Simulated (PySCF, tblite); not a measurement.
Isomers of C6H12OP2, one GFN2-xTB conformer each. Single-point energies are computed at PBE0/pcSseg-1 (PySCF, gas phase, no added dispersion term), electronic only.

Question: Rank them by PBE0/pcSseg-1 energy, lowest first (kcal/mol).
A. `[CH2:1]=[CH:2][CH2:3]/[P:4]=[P:5]/[CH2:6][CH2:7][CH2:8][OH:9]` with C1–C2–C3–P4 -109°, C2–C3–P4–P5 9°, P4–P5–C6–C7 1°, P5–C6–C7–C8 180°, C6–C7–C8–O9 -175°
B. `[CH2:1]=[CH:2][P:3]1(=[O:4])[CH2:5][CH2:6][PH:7][CH2:8][CH2:9]1` with C1–C2–P3–O4 0°, C2–P3–C5–C6 172°, P3–C5–C6–P7 -71°, C5–C6–P7–C8 70°, C6–P7–C8–C9 -70°
C. `[CH3:1][O:2][CH2:3][PH:4][C:5]#[C:6][P:7]([CH3:8])[CH3:9]` with C1–O2–C3–P4 175°, O2–C3–P4–C5 164°

Answer: B (0.0), A (34.3), C (57.9).

As drawn, the lowest has a P=O bond and a C=C bond outside aromatic rings, which the highest lacks; the highest has a C≡C bond, which the lowest lacks. GFN2-xTB itself gives, in the same order: 0.0, 47.9, 70.8. Both levels put the same isomer lowest; measured from each level's own lowest isomer, the values differ by up to 13.6 kcal/mol (C=CC/P=P/CCCO: 47.9 against 34.3).

Question: Which frontier levels, dipoles and rotational constants go with these structures?

Answer: 
```
         SMILES  HOMO (eV, PBE0/pcSseg-1)  LUMO (eV)  dipole (D)       A, B, C (MHz)
C=CP1(=O)CCPCC1                     -7.05      -0.62        2.41  2479, 787.4, 730.4
  C=CC/P=P/CCCO                     -6.81      -2.35        1.49  3298, 442.3, 400.3
   COCPC#CP(C)C                     -6.51      -0.30        1.04  3075, 347.5, 341.9
```

Question: What happens when harmonic zero-point energies from GFN2-xTB frequencies are added?

Answer: 
| SMILES | ZPE (kcal/mol) | electronic (kcal/mol) | with ZPE (kcal/mol) |
| --- | --- | --- | --- |
| C=CP1(=O)CCPCC1 | 103.8 | 0.0 | 0.0 |
| C=CC/P=P/CCCO | 105.3 | 34.3 | 35.8 |
| COCPC#CP(C)C | 101.0 | 57.9 | 55.0 |

The zero-point energies span 4.3 kcal/mol. The order is unchanged.
